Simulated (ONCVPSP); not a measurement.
# Before and after: ONCV potential for Ge (Z = 32)

- Element: Ge
- Generator: ONCVPSP 4.0.1
- Type: optimised norm-conserving Vanderbilt (ONCV)
- Functional: PBE
- Relativity: fully relativistic
- Frozen core: [Ar] 3d10
- Valence charge: 4
- Reference configuration: 4s2 4p1 (charge +1)
- Partial waves: 4s: rc 1.85 bohr, ncon 4, nbas 7, qcut 4 1/bohr, 2 projectors, debl 2.1 Ha; 4p: rc 2.15 bohr, ncon 3, nbas 6, qcut 3.1 1/bohr, 2 projectors, debl 3.1 Ha; d scattering state at 0.35 Ha: rc 2.40 bohr, ncon 4, nbas 7, qcut 3.7 1/bohr, 1 projector
- Local potential: polynomial inside 1.20 bohr (lpopt 5, dvloc0 -1 Ha)
- Core correction: none

Open shells are filled in proportion to 2j + 1.

Change: reference 4s2 4p2; p: rc 1.85, qcut 3.6.

Cutoffs: the cutoffs (Ha) at which the residual kinetic energy of the hardest occupied pseudo-wave falls to 1 and 0.1 mHa per electron; they do not see the model core or the augmentation charge, which bear on the density cutoff. Errors are all-electron minus pseudo energies relative to the spin-unpolarised reference configuration.

**Question.** What does the change do?

**Answer.** The potential gets neither clearly harder nor softer (8.8 Ha and 30 Ha → 8.4 Ha and 29 Ha); the s channel sets the loose cutoff, while the largest relative change is in p, which becomes harder; neither file shows a bound ghost.

```csv
quantity,base,changed
"cutoff, loose",8.8 Ha,8.4 Ha
"cutoff, tight",30 Ha,29 Ha
loose cutoff by channel,"s 8.8 Ha, p 3.0 Ha","s 8.4 Ha, p 5.5 Ha"
bound ghosts,none,none
GHOST(+) flags under 300 eV,"s at 43.7 eV, p3/2 at 146.9 eV, p1/2 at 148.5 eV","s at 52.0 eV, p3/2 at 162.5 eV, p1/2 at 164.9 eV"
"largest error over its own tests, meV",+106,+75
s: phases at 1.87 bohr within 0.05 rad from the reference energy up to (Ha; the scan ends near 5),4.0,4.4
d5/2: phases at 2.44 bohr within 0.05 rad from the reference energy up to (Ha; the scan ends near 5),1.5,1.3
d3/2: phases at 2.44 bohr within 0.05 rad from the reference energy up to (Ha; the scan ends near 5),0.9,1.3
```
